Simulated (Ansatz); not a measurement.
Ansatz results at the PBE0-D4/def2-TZVP geometry: size of the dipole moment (PBE/def2-TZVPP) 3.39 D; LUMO energy (ωB97M-V/def2-TZVPP) 0.54 eV; HOMO–LUMO gap (ωB97M-V/def2-TZVPP) 9.22 eV.

Each molecule was computed in one conformer, which needn't be the lowest.

Which molecule gave them?
A. `F[SiH2]CS`
B. `C[O][Al]1[CH2][O]1`
C. `BC(O)OBCl`
D. `[SiH3]B[SiH2][SiH3]`

B. The others give `BC(O)OBCl`: 3.27, 1.28, 12.12; `F[SiH2]CS`: 1.52, 1.75, 10.93; `[SiH3]B[SiH2][SiH3]`: 0.50, -0.93, 8.85.
